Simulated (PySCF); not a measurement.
C₄H₆BFO, SMILES FB1CC=CCO1. Geometry optimised at PBE-D3(BJ)/def2-SVP. This is a generated structure with no PubChem entry under its InChIKey; it may be hypothetical. One conformer was computed; it need not be the lowest.

Computed equilibrium geometry at PBE-D3(BJ)/def2-SVP (PySCF confirms it by a frequency run) as Cartesian coordinates in Å, and its point group (one conformer of several):
point group Cs.
```xyz
13

F      0.0916    -2.3536     0.0000
B      0.0092    -1.0126     0.0000
C     -1.3894    -0.2851     0.0000
C     -1.2305     1.2115     0.0000
C     -0.0229     1.8072     0.0000
C      1.2848     1.0700     0.0000
O      1.1941    -0.3511     0.0000
H     -1.9885    -0.6275     0.8758
H     -1.9885    -0.6275    -0.8758
H     -2.1372     1.8410     0.0000
H      0.0587     2.9074     0.0000
H      1.8902     1.3695     0.8872
H      1.8902     1.3695    -0.8872
```
Charge 0, spin multiplicity 1.
